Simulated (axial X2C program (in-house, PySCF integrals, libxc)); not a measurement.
**Bond lengths and stretching modes, held linear, of TeCN⁻**

Computed with an axial X2C code built on PySCF integrals: two-component X2C with atomic mean-field Coulomb and Gaunt terms, Gaussian nuclei, basis Te dyall-v3z, C dyall-v3z, N dyall-av3z with contracted cores. Spin-free rows use the one-electron spin-free X2C Hamiltonian.

Masses Te 129.906, C 12.000, N 14.003 u. States: 2c Ω = 0 (all partner blocks equally filled); spin-free M_S = 0, Λ = 0 (closed shell).

B3LYP, spin-free: energies above the lowest point

| r(Te–C) (Å) | r(C–N) (Å) | E (meV) |
| --- | --- | --- |
| 1.9939 | 1.1359 | 84.60 |
| 1.9939 | 1.1650 | 34.05 |
| 1.9939 | 1.1941 | 75.64 |
| 2.0450 | 1.1359 | 46.68 |
| 2.0450 | 1.1650 | 0.00 |
| 2.0450 | 1.1941 | 45.53 |
| 2.0450 | 1.2233 | 167.29 |
| 2.0961 | 1.1359 | 53.02 |
| 2.0961 | 1.1650 | 9.66 |
| 2.0961 | 1.1941 | 58.60 |
| 2.1473 | 1.1650 | 53.35 |
| 2.1473 | 1.2233 | 233.42 |

Problem. Fit a quadratic surface with cubic terms in each bond: where is the minimum, and what are the two stretching wavenumbers?

Solution. At B3LYP, spin-free: bonds 2.058 and 1.164 Å; harmonic stretches 439.2 and 2166.0 cm⁻¹; force constants 2.52, 17.5 and coupling 0.37 mdyn/Å.

The other levels and Hamiltonians give:

| Hamiltonian | level | r(Te–C) (Å) | r(C–N) (Å) | lower stretch (cm⁻¹) | upper stretch (cm⁻¹) |
| --- | --- | --- | --- | --- | --- |
| 2c | PBE0 | 2.043 | 1.164 | 451.7 | 2192.9 |
| 2c | HF | 2.086 | 1.137 | 427.5 | 2398.8 |
| 2c | B3LYP | 2.064 | 1.164 | 430.3 | 2164.4 |
| 2c | MP2 | 2.033 | 1.185 | 463.6 | 2012.9 |
| spin-free | PBE0 | 2.038 | 1.164 | 458.9 | 2194.4 |
| spin-free | HF | 2.079 | 1.137 | 437.0 | 2400.7 |
| spin-free | MP2 | 2.029 | 1.185 | 469.4 | 2013.6 |

Each state is one determinant, the lowest of a limited PBE0 search; the stretches come from a fit to these few points and carry an uncertainty of a few per cent. Other orders of the atoms were not compared. MP2 freezes inner shells (threshold -2 hartree). For an anion the highest level of a functional can be positive, and the basis then holds the extra electron. The molecule was held linear; bending was not examined, so a bent shape may lie lower.
